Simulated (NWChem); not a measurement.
# SiH3SF; SMILES F[SiH2]S

```xyz
6

Si    -0.6439     0.5765    -0.0969
F      0.7289     1.3390     0.3165
S     -0.3241    -1.4960    -0.4493
H     -1.5978     0.7892     1.0225
H     -1.1231     1.1342    -1.3861
H     -0.1824    -1.8119     0.8571
```
Atoms are numbered in this order, from 1.

Coordinates come from a PBE0/def2-SVP optimisation.

 Unshifted, non-relativistic core excitations; the lowest 4 roots alone, so stronger bands may lie above.

List the first F K-edge excitations from PBE0/6-311G** (spherical d), restricted-window TDA (NWChem).


```
state  energy (eV)  dipole oscillator strength           leading excitation (squared amplitude)
-----  -----------  --------------------------  -----------------------------------------------
S1           671.7                      0.0093  1s of atom 2 or its equivalents → LUMO+1 (0.87)
S2           672.3                      0.0055  1s of atom 2 or its equivalents → LUMO+2 (0.44)
S3           672.6                      0.0016  1s of atom 2 or its equivalents → LUMO+2 (0.50)
S4           673.7                      0.0077  1s of atom 2 or its equivalents → LUMO+3 (0.66)
```
